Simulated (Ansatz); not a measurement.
C2H6FSi (`[CH2][SiH](C)F`) radical, relaxed with UKS PBE-D4/def2-SVP in Ansatz from a rough embedded geometry. The force threshold is 0.03 eV/Å; the program also tests the step.

Charge 0, multiplicity 2.

Start:

```xyz
10

C     0.098   -0.837   -1.425
Si    0.610   -0.258    0.143
C    -0.631    0.834    0.897
F     0.814   -1.452    1.102
H     0.161   -0.230   -2.332
H    -0.193   -1.910   -1.584
H     1.913    0.468    0.014
H    -1.590    0.403    1.020
H    -0.847    1.770    0.272
H    -0.335    1.213    1.892
```

**Question.** By how much does the energy fall, and how many steps does the optimiser take? (An estimate is asked.)

**Answer.** Computed: 0.47 eV, in 4 steps.

**Question.** Which bonds change most? (Estimate.)

**Answer.** Computed: Si2–F4 from 1.545 to 1.647 Å; C1–Si2 from 1.748 to 1.849 Å; Si2–C3 from 1.817 to 1.879 Å; C3–H8 from 1.059 to 1.108 Å.

**Question.** Give the relaxed structure. (An estimate is asked.)

**Answer.** The calculation gave: 
```xyz
10

C     0.119   -0.883   -1.493
Si    0.632   -0.233    0.160
C    -0.661    0.901    0.919
F     0.845   -1.515    1.173
H     0.085   -0.248   -2.396
H    -0.186   -1.932   -1.653
H     1.952    0.488    0.064
H    -1.632    0.378    1.029
H    -0.819    1.792    0.277
H    -0.333    1.251    1.919
```
